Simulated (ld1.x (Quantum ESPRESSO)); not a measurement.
**Plane-wave convergence, TM potential for N**

nitrogen (N), norm-conserving Troullier–Martins (Kleinman–Bylander form), made with ld1.x (Quantum ESPRESSO) 7.5 (PBE, non-relativistic). Core [He], reference 2s2 2p2.5 (charge +0.5). Waves: 2s (bound): rc 0.75 bohr; 2p (bound): rc 1.50 bohr; 3d channel at -0.15 Ry: rc 1.35 bohr. Local part: the d channel. Core correction: none.

The pseudo-atom Hamiltonian at the reference potential is diagonalised in spherical Bessel functions j_l(qr) that vanish at 20 bohr, with q² up to the cutoff. All-electron valence levels (Ry): 2s -1.8444, 2p -0.9885.

Problem. How do the lowest levels (Ry) of each channel move with the cutoff, and are there ghosts?

Solution.

| cutoff (Ry) | s #1 | p #1 | p #2 | d #1 | d #2 | f #1 | Σ f·Δε (mRy) |
| --- | --- | --- | --- | --- | --- | --- | --- |
| 8 | -1.7179 | -0.4864 | -0.0581 | -0.0134 | 0.0709 | 0.0423 | 1508.2 |
| 21 | -1.7642 | -0.8084 | -0.0788 | -0.0134 | 0.0707 | 0.0423 | 610.6 |
| 45 | -1.8322 | -0.9825 | -0.0881 | -0.0134 | 0.0707 | 0.0423 | 39.3 |
| 90 | -1.8382 | -0.9883 | -0.0885 | -0.0134 | 0.0707 | 0.0423 | 12.7 |
| 160 | -1.8437 | -0.9885 | -0.0885 | -0.0134 | 0.0707 | 0.0423 | 1.3 |
| 300 | -1.8443 | -0.9885 | -0.0885 | -0.0134 | 0.0707 | 0.0423 | 0.1 |
| 400 | -1.8443 | -0.9885 | -0.0885 | -0.0134 | 0.0707 | 0.0423 | 0.0 |

Result: no extra level below or beside the all-electron valence levels (s, p, d, f tested); 10 mRy is reached at 100 Ry and 1 mRy at 230 Ry.

Its largest configuration-test error is +1096 meV.
